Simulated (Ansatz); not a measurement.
Reaction (hydrogenolysis of a B–N bond): `[SiH3]NB[SeH]` + H₂ → `B[SeH]` + `N[SiH3]`

Gas-phase electronic energies from Ansatz, PBE0-D4/def2-TZVP geometries. CCSD(T)/CBS adds triple-zeta CCSD(T) − MP2 to the extrapolated MP2 energy (def2 sets, frozen cores). This one scheme is used for every species. Functionals use def2-TZVPP. B3LYP here is the variant with VWN-RPA as its local correlation; programs differ in this. For Se outer-core shells are correlated without core-valence functions, which leaves a few kJ/mol of doubt a bond. Scalar relativity is left out up to krypton. One conformer a species, not always the lowest.

```tsv
level	ΔE (kcal/mol)
B3LYP	20.3
MP2/def2-QZVPP	24.1
```

(1) What does CCSD(T)/CBS give? (Estimate.)

Largest T1 diagnostic among the species: 0.013.

## Answers

(1) Computed: +22.5 kcal/mol. The listed levels differ from it by -2.2, 1.6 kcal/mol.

In def2-TZVPP, CCSD(T) changes the Hartree–Fock value by +4.7 kcal/mol (the triples alone add +1.1 kcal/mol) and MP2 by +6.4 kcal/mol. The D4 term adds +2.7 kcal/mol with B3LYP and +1.5 kcal/mol with PBE0; it sums over pairs of atoms, weighted by their polarisabilities, and B3LYP, whose exchange is more repulsive, gets the larger term.
